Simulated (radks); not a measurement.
Excited configurations of the thulium ion Tm53+: one electron is placed in a higher orbital outside [Ne] 3s2 3p3. The ground configuration is [Ne] 3s2 3p4. All-electron calculation, scalar-relativistic Kohn-Sham, PBE, spin-polarised, spherical densities, finite nucleus; open shells are filled with parallel spins first (spin-orbit coupling, left out, can overturn this in heavy ions); Fermi nuclear charge, rms radius 5.2256 fm. Program: a radial shooting solver on a logarithmic mesh with Libxc functionals. Excitation = E - E(ground); binding = E(ion) - E, where the ion is the core of charge +54; n* = 54/sqrt(2 binding) in atomic units. These energies are relativistic, and a one-electron ion of charge +54 with no core already has n* below n in this formula (scalar-relativistic equation, point nucleus: 4p 3.963, 5s 4.931, 5p 4.960, 5f 4.989, 6p 5.958, 6d 5.979, 7p 6.956, 7d 6.977). The quantum defect is therefore taken as that value minus n*, so that it holds no relativistic shift of the bare ion.

outer orbital,excitation (eV),binding (eV),n*,quantum defect,eigenvalue (eV),<r> (bohr)
4p,2341.0,2769.3,3.785,0.178,-2742.3,0.3815
5s,3305.7,1804.7,4.689,0.242,-1790.1,0.6126
5p,3375.0,1735.4,4.781,0.178,-1720.9,0.6189
5f,3481.3,1629.1,4.935,0.054,-1612.7,0.5663
6p,3921.9,1188.4,5.778,0.180,-1179.2,0.9113
6d,3958.9,1151.4,5.870,0.109,-1141.9,0.9036
7p,4245.6,864.74,6.773,0.183,-858.04,1.259
7d,4268.4,842.01,6.864,0.113,-835.15,1.256

The Delta-SCF ionisation energy is 5110.4 eV (NIST Atomic Spectra Database: 5044 eV, theoretical). Self-interaction in the functional shifts the binding energies and quantum defects, so they are the method's values and not measured ones. Open shells are spherical and high-spin; term and fine-structure splittings are not resolved. Spin-orbit splitting is averaged out at the scalar-relativistic level.
